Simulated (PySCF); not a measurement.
Compound: [SbCl6]- (charge -1).
Bonds: Sb1–Cl2, Sb1–Cl3, Sb1–Cl4, Sb1–Cl5, Sb1–Cl6, Sb1–Cl7.

The calculation used PBE0-D3(BJ)/def2-SVP geometry optimisation, gas phase, def2 core potentials past Kr (PySCF 2.14.0).

**Question.** List the bond lengths and angles at this level.

**Answer.** 
| bond | length (Å) |
| --- | --- |
| Sb1–Cl2 and 5 like bonds | 2.400 |

Bonds in one row agree within 0.01 Å and their mean is given. A selection of angles:
| angle | degrees |
| --- | --- |
| Cl2–Sb1–Cl3 | 179.9 |
| Cl2–Sb1–Cl4 | 90.0 |

Sb1 (antimony bonded to 6 Cl) is octahedral (the three widest angles are 179.9°, 179.9° and 179.8°, the others run from 89.7° to 90.1°). All 6 Cl–Sb bonds measure 2.399 to 2.400 Å.

Point group: Oh (every atom within 0.08 Å of its image). Not checked by PBE0-D3(BJ)/def2-SVP frequencies. The geometry's basis has no diffuse functions, a weakness for an anion.

The run took 71 s on Arm Neoverse V2, one thread, no GPU, shared host, and the process peaked at 0.59 GiB of memory. This is the geometry optimisation.
